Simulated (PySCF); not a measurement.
A structure optimised at B3LYP-D3(BJ)/def2-SVP, used in a PySCF frequency run:

```
Sn
O 1 1.9869
H 2 0.9677 1 112.77
H 1 1.7060 2 104.27 3 170.32
H 1 1.7155 4 118.27 2 -123.97
Cl 1 2.3727 4 109.08 2 114.64
```
Charge 0, spin multiplicity 1.

**Question.** Write its SMILES and formula.

**Answer.** [OH][SnH2][Cl], ClH3OSn

**Question.** What are its rotational constants (standard atomic weights)?

**Answer.** 9.0813, 2.6945, 2.1638 GHz
